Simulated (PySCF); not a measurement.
# Polarisability and C₆ of Zr⁺ (zirconium, charge +1)

[Kr] 4d2 5s1, high-spin 4F determinant. Computed with PySCF 2.14 in aug-cc-pVTZ-DK, with scalar relativity by spin-free X2C-1e. Coupled (time-dependent) response in atomic units; α is the mean over directions.

```csv
method,mean α (bohr³),C₆ (like pair),S(−4)
B3LYP,56.84,479.0,2016
```

S(−4) is the Cauchy moment in α(ω) = α(0) + S(−4) ω² + …

Spin-orbit coupling is absent.

α(iu) at B3LYP:

```tsv
u (hartree)	α(iu) (bohr³)
0	56.84
0.0500	52.28
0.100	42.62
0.200	26.29
0.300	17.63
0.500	10.18
0.750	6.492
1.00	4.646
1.50	2.770
2.00	1.835
3.00	0.9633
5.00	0.3942
```

For an ion, C₆ is the dispersion term alone; charge-induced terms of lower order in 1/R come first.
